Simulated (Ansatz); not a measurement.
Cost and result for the atomization energy of `C[SiH2]SC#N` (10 atoms, 9 bonds).

```xyz
10

C     0.3245   -0.5582    1.1703
Si    0.4678    0.9095    0.0465
S     0.3769    0.2870   -2.0436
C    -1.1056   -0.4967   -1.9174
N    -2.1204   -1.0438   -1.8342
H     0.3594   -0.2320    2.2133
H    -0.6250   -1.0711    1.0023
H     1.1387   -1.2639    0.9973
H     1.7957    1.5698    0.0969
H    -0.6121    1.8994    0.2686
```

Charge 0, multiplicity 1. The structure was optimised at the PBE0-D4/def2-TZVP level. It is one conformer, not always the lowest. Program: Ansatz. All runs use 4 threads of an Arm Neoverse V2 on a shared host. Times are those of one run each, without the atoms' runs, and a repeat can differ threefold. Electronic energies, without spin–orbit coupling; frozen cores. CCSD(T)/CBS adds CCSD(T) − MP2 in def2-TZVPP to the MP2 limit, and its time is that of the two runs behind it. T1 = 0.013. B3LYP takes the VWN-RPA correlation (the form of Gaussian; ORCA's B3LYP/G).

CCSD(T)/CBS is a level of theory with its own doubt, some kJ/mol a heavy atom from the limit and from the frozen cores, so smaller differences don't rank the functionals.

```
                             level  functions  wall time  atomization (kJ/mol)  difference from CCSD(T)/CBS  per bond
   PBE-D4/def2-TZVPP (with forces)        247        2 s                3881.6                        104.4      11.6
                PBE0-D4/def2-TZVPP        247      2.4 s                3793.4                         16.2       1.8
r2SCAN-D4/def2-TZVPP (with forces)        247      3.9 s                3788.6                         11.4       1.3
 B3LYP-D4/def2-TZVPP (with forces)        247      4.2 s                3786.7                          9.5       1.1
                 B2PLYP/def2-TZVPP        247      4.3 s                3746.7                        -30.5      -3.4
                ωB97X-V/def2-TZVPP        247      6.5 s                3802.5                         25.3       2.8
  ωB97M-V/def2-TZVPP (with forces)        247        9 s                3802.8                         25.6       2.8
                    MP2/def2-QZVPP        461       17 s                3811.3                         34.1       3.8
                CCSD(T)/def2-TZVPP        247       89 s                3667.5                       -109.7     -12.2
                 CCSD(T)/CBS(def2)          –      110 s                3777.2                          0.0       0.0
```

From PBE to PBE0 (25 % exact exchange), in def2-TZVPP and without D4, the atomization energy moves by −84.6 kJ/mol: exact exchange takes away binding that semilocal exchange gives to molecules. In def2-TZVPP, CCSD(T) changes the Hartree–Fock value by +1004.5 kJ/mol (the triples alone add +73.6 kJ/mol) and MP2 by +1083.6 kJ/mol; breaking electron pairs costs correlation energy, which Hartree–Fock lacks. The D4 term adds +39.4 kJ/mol with B3LYP and +20.8 kJ/mol with PBE0; it sums over pairs of atoms, weighted by their polarisabilities, and B3LYP, whose exchange is more repulsive, gets the larger term.
